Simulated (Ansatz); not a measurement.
AlBClH3N2, SMILES `[NH2][Al]1[NH][B]1Cl`. The species carries charge 0 and has multiplicity 1. All single points use the PBE0-D4/def2-TZVP geometry. It is one conformer, not always the lowest.

```xyz
8

N    -0.282   -1.945   -0.659
Al   -0.134   -0.205   -0.447
N     0.309    0.855    0.957
B     0.060    1.737   -0.103
Cl    0.126    3.480   -0.191
H    -0.118   -2.630    0.061
H    -0.544   -2.396   -1.519
H     0.583    1.103    1.901
```

What is the dipole moment at B3LYP/def2-TZVPP? (Best estimate.)

The calculation gave: 3.44 D, with components (-0.04, -3.40, 0.49) D in this frame, pointing from negative to positive charge.

And with PBE, r2SCAN, ωB97M-V? (Best estimate.)

Ansatz gave: PBE 3.35 D, r2SCAN 3.48 D, ωB97M-V 3.51 D.

Give the Mulliken charges with B3LYP, r2SCAN, ωB97M-V in def2-TZVPP. (An estimate is asked.)

Computed: 
```
atom  B3LYP  r2SCAN  ωB97M-V
  N1  -0.39   -0.47    -0.36
 Al2   0.05    0.25     0.10
  N3  -0.31   -0.33    -0.31
  B4   0.43    0.28     0.38
 Cl5  -0.17   -0.17    -0.14
  H6   0.13    0.16     0.11
  H7   0.14    0.16     0.11
  H8   0.11    0.12     0.09
```

B3LYP here is the variant with VWN-RPA as its local correlation; programs differ in this.
